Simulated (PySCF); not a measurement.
prop-2-enylboronamidic acid (C3H8BNO), SMILES C=CCB(N)O.

Coordinates come from a PBE-D3(BJ)/def2-SVP optimisation. Other conformers were not sampled.

Two levels are set side by side: TDDFT-PBE/def2-SVPD (PySCF) and TDDFT-B3LYP/def2-SVPD (PySCF). Vertical, same geometry. The lowest singlet is HOMO→LUMO+1 74 %, HOMO→LUMO 26 % with PBE and HOMO→LUMO 97 % with the other functional; states are paired by order. Differences are taken from unrounded values.

```csv
quantity,TDDFT-B3LYP,TDDFT-PBE,TDDFT-PBE minus TDDFT-B3LYP
lowest singlet excitation (eV),5.94,5.35,-0.59
lowest triplet excitation (TDA) (eV),4.27,4.30,0.03
first bright state (f over 0.05) (eV),6.68,6.32,-0.35
its oscillator strength,0.20,0.11,-0.09
```

A lower first singlet is the usual sign of a functional without exact exchange. Differences between two approximate levels are no errors against the true value.

Rough cost on one machine, each run with all the roots and properties that it gave: TDDFT-B3LYP against TDDFT-PBE about 4 times.
